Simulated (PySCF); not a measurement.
Mapped SMILES: `[CH3:1][O:2][Si@H:3]1[CH2:4][SiH2:5][SiH2:6][SiH2:7][SiH2:8]1`. Each H is labelled by its parent atom. Ha(C4), Ha(Si5), Ha(Si6), Ha(Si7), Ha(Si8) are cis to O2 on the ring; Hb(C4), Hb(Si5), Hb(Si6), Hb(Si7), Hb(Si8) are trans to O2 on the ring.

Theory: σ from GIAO-PBE0/pcSseg-1, GFN2-xTB structure, in PySCF 2.14 (no solvent model, fast rotation and ring inversion assumed for equivalent nuclei, a single conformation, relativity neglected).

Referencing at the same level of theory: TMS for $^{13}$C, $^{1}$H, $^{29}$Si; $^{17}$O against H2O.

```csv
atoms,nucleus,count,Hirshfeld charge,δ (ppm)
Si6,$^{29}$Si,1,0.14,?
C4,$^{13}$C,1,-0.25,-3.7
C1,$^{13}$C,1,-0.04,53.9
Si3,$^{29}$Si,1,0.33,?
H(Si3),$^{1}$H,1,-0.09,5.73
Hb(Si8),$^{1}$H,1,-0.08,?
Ha(Si5),$^{1}$H,1,-0.08,?
Hb(C4),$^{1}$H,1,0.04,-0.56
O2,$^{17}$O,1,-0.22,?
H(C1),$^{1}$H,3,0.04,3.73
Si8,$^{29}$Si,1,0.13,-137.9
Hb(Si6),$^{1}$H,1,-0.08,3.45
Hb(Si5),$^{1}$H,1,-0.08,?
Si5,$^{29}$Si,1,0.24,-74.6
Si7,$^{29}$Si,1,0.15,-125.0
Ha(Si6),$^{1}$H,1,-0.07,3.43
Hb(Si7),$^{1}$H,1,-0.07,3.76
Ha(Si8),$^{1}$H,1,-0.07,3.62
Ha(C4),$^{1}$H,1,0.05,0.78
Ha(Si7),$^{1}$H,1,-0.08,3.77
```

Complete the table.

Answers


- Hb(Si5): 4.34 ppm, hydrogen on a silicon bonded to C, Si, in a 6-membered ring
- Ha(Si5): 4.31 ppm, hydrogen on a silicon bonded to C, Si, in a 6-membered ring
- Hb(Si8): 3.11 ppm, hydrogen on a silicon bonded to 2 Si, in a 6-membered ring
- O2: 9.3 ppm, oxygen bonded to C, Si
- Si3: 2.0 ppm, silicon bonded to C, O, Si, H, in a 6-membered ring
- Si6: -132.8 ppm, silicon bonded to 2 Si, 2 H, in a 6-membered ring

Shifts are as computed. Against solution values, carbons near 30 ppm lie about +3 ppm off and those near 130 ppm about +5 ppm. Of 1211 compounds with measured shifts, 218 miss one by over three times the rms of a fit or turn the order of signals round; such compounds aren't used in these exercises. Experimental scales use liquid or dissolved standards, which lie at an offset from isolated H2O (liquid H2O: subtract about 36 ppm).
